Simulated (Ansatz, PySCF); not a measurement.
The Ansatz (an electronic-structure program) input:
Ansatz 0.2 input:
```yaml
crystal:
  periodic: [false, false, false]
  atoms:
    - {symbol: P, position_ang: [0.00000000, 0.00000000, 0.00000000]}
basis:
  gaussian:
    orbitals: def2-SVP
hamiltonian:
  xc: blyp
total_charge: -1
magnetization: {spin_polarized: true, initial_magnetization: 2}
accuracy: high
```

Question: Convert this to an input for PySCF.

Answer: This is not unique; one that fits is 
```python
from pyscf import gto, scf, dft

mol = gto.Mole()
mol.atom = '''
    P     0.000000    0.000000    0.000000
'''
mol.basis = 'def2-svp'
mol.charge = -1
mol.spin = 2
mol.verbose = 4
mol.build()

mf = dft.UKS(mol)
mf.xc = 'blyp'
mf.grids.atom_grid = (99, 590)
mf.grids.prune = None
mf.kernel()
```

Both were run: Ansatz gave -341.132424 Eh and PySCF -341.132424 Eh, 0.000 mEh apart.
